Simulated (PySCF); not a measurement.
A calculated (r2SCAN, PySCF 2.14, x2c-TZVPPall, the spin-free X2C one-electron Hamiltonian (Gaussian nucleus)) atom or ion has these occupied shells.

```csv
shell,electrons,orbital energy (eV),"rms radius, mean of both spins (bohr)"
1s α,1,-20901.7,0.0394
1s β,1,-20901.7,0.0394
2s α,1,-3013.3,0.162
2s β,1,-3012.5,0.162
2p α,3,-2697.3,0.144
2p β,3,-2696.7,0.144
3s α,1,-547.88,0.444
3s β,1,-547.57,0.444
3p α,3,-443.16,0.448
3p β,3,-442.76,0.448
3d α,5,-273.81,0.437
3d β,5,-273.10,0.437
4s α,1,-97.408,1.12
4s β,1,-93.844,1.12
4p α,3,-68.607,1.24
4p β,3,-64.641,1.24
4d α,4,-27.757,1.68
5s α,1,-20.977,2.97
```

Question: Name the element and its charge.

Answer: Tc²⁺ (technetium, charge +2), in [Kr] 4d4 5s1, high-spin 6D determinant (an excited configuration).
